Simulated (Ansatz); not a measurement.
Isolated molecules relaxed with PBE0-D4/def2-TZVP in Ansatz; ΔE leaves out vibrations. CCSD(T)/CBS adds triple-zeta CCSD(T) − MP2 to the extrapolated MP2 energy (def2 sets, frozen cores). This one scheme is used for every species. DFT in def2-TZVPP. def2 core potentials past Kr. For Te outer-core shells are correlated without core-valence functions, which leaves a few kJ/mol of doubt a bond. One conformer a species, not always the lowest.

Consider the ligand exchange at the Si–C bond: `C=C[SiH2][SiH3]` + H₂Te → `[SiH3][SiH2][TeH]` + `C=C`.

`C=C[SiH2][SiH3]`:

```xyz
12

C    -1.618   -0.235    1.682
C    -0.367    0.055    1.334
Si    0.527   -0.775   -0.072
Si    0.955    0.757   -1.792
H    -2.191   -1.003    1.170
H    -2.125    0.279    2.494
H     0.152    0.837    1.888
H     1.829   -1.332    0.395
H    -0.314   -1.891   -0.585
H    -0.321    1.285   -2.346
H     1.749    1.904   -1.270
H     1.724    0.119   -2.896
```

H₂Te:

Cartesian coordinates in Å:
```
Te 0.156 -0.593 -0.478
H 0.093 1.054 -0.643
H -0.249 -0.461 1.121
```

`[SiH3][SiH2][TeH]`:

Cartesian coordinates in Å:
```
Si -0.905 0.793 -1.082
Si 0.595 -0.564 0.091
Te 0.251 -0.072 2.517
H -0.768 0.559 -2.544
H -0.623 2.223 -0.790
H -2.297 0.479 -0.667
H 0.330 -2.001 -0.189
H 1.996 -0.261 -0.305
H 1.421 -1.157 2.969
```

`C=C`:

Cartesian coordinates in Å:
```
C 0.435 -0.433 -0.246
C -0.435 0.433 0.246
H 1.050 -1.052 0.398
H 0.568 -0.562 -1.315
H -1.050 1.051 -0.398
H -0.568 0.562 1.315
```

```tsv
level	ΔE (kJ/mol)
BHLYP	-60.6
MP2/def2-SVP	-60.0
```

Problem. What does CCSD(T)/CBS give? (Best estimate.)

Solution. The calculation gave: -66.9 kJ/mol. The listed levels differ from it by 6.3, 6.9 kJ/mol.

Largest T1 diagnostic among the species: 0.013.

At CCSD(T), def2-SVP lies +10.3 kJ/mol from the extrapolated value and def2-TZVPP +7.9 kJ/mol. Leaving LDA and LC-ωPBE aside and taking each functional with its dispersion term where it has one, the values, not all of them listed here, spread over 11.1 kJ/mol, from HSE06-D4 to B97M-V. LDA lies +5.6 kJ/mol from PBE without D4.
